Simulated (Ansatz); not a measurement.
Input (CCSDTQ/cc-pV(D+d)Z; Ansatz, a first-principles code): A basis named .json is the Basis Set Exchange file of that set.

Ansatz 0.2 input:
```yaml
crystal:
  periodic: [false, false, false]
  atoms:
    - {symbol: Al, position_ang: [0.01649850, -0.29331187, -0.58042942]}
    - {symbol: H, position_ang: [-1.23739471, -0.13269320, -1.52338080]}
    - {symbol: H, position_ang: [1.30777964, -1.11861644, -0.95281262]}
    - {symbol: N, position_ang: [-0.02839893, 0.50487878, 0.99909525]}
    - {symbol: H, position_ang: [-0.79770476, 1.05744182, 1.34487570]}
    - {symbol: H, position_ang: [0.71163181, 0.47277068, 1.68323343]}
basis:
  gaussian:
    orbitals: cc-pV_D+d_Z.json
magnetization: {spin_polarized: false}
correlation: {method: ccsdtq, electrons: outside_noble_gas}
```

Output:

```
Functional definition: HF
integrals: 0.04 GiB planned
1115 factors; integrals over basis functions are off by at most 2.4e-7 eV
mean field: 0.15 GiB planned
mean field evaluation 1: about -8126.3040 eV, gradient 3.2e1 eV
mean field evaluation 2: about -8126.3041 eV, gradient 3.2e1 eV
mean field evaluation 4: about -8128.6740 eV, gradient 2.0e0 eV
mean field evaluation 8: about -8128.6943 eV, gradient 3.9e-4 eV
mean field evaluation 16: about -8128.6939 eV, gradient 2.6e-1 eV
mean field -8128.69428422 eV, -298.7240051182 hartree, gradient 5.8e-7 eV, S^2 0.000000; 0 other end points of the search recorded, 0 dependent functions left out
6 core orbitals not correlated
reference -8128.69428422 eV, -298.7240051182 hartree; 6, 6 occupied and 45, 45 virtual orbitals, 1115 factors
second order -6.71872934 eV of doubles, -0.00000000 eV of singles
coupled cluster: 7.58 GiB planned
cycle   1  -7.20148164 eV  change   -4.8e-1 eV  update   7.5e-2
cycle   2  -7.54305878 eV  change   -3.4e-1 eV  update   3.3e-2
cycle   3  -7.68427146 eV  change   -1.4e-1 eV  update   2.1e-2
cycle   4  -7.66921908 eV  change    1.5e-2 eV  update   7.0e-3
cycle   5  -7.67411735 eV  change   -4.9e-3 eV  update   4.5e-3
cycle   6  -7.67647196 eV  change   -2.4e-3 eV  update   1.8e-3
cycle   7  -7.67509691 eV  change    1.4e-3 eV  update   7.5e-4
cycle   8  -7.67475276 eV  change    3.4e-4 eV  update   3.4e-4
cycle   9  -7.67476398 eV  change   -1.1e-5 eV  update   1.7e-4
cycle  10  -7.67484634 eV  change   -8.2e-5 eV  update   4.3e-5
cycle  11  -7.67483969 eV  change    6.7e-6 eV  update   2.8e-5
cycle  12  -7.67484940 eV  change   -9.7e-6 eV  update   1.4e-5
cycle  13  -7.67484454 eV  change    4.9e-6 eV  update   5.2e-6
cycle  14  -7.67484398 eV  change    5.6e-7 eV  update   1.4e-6
Total energy: -8136.36912820 eV, -299.0060504324 hartree
```
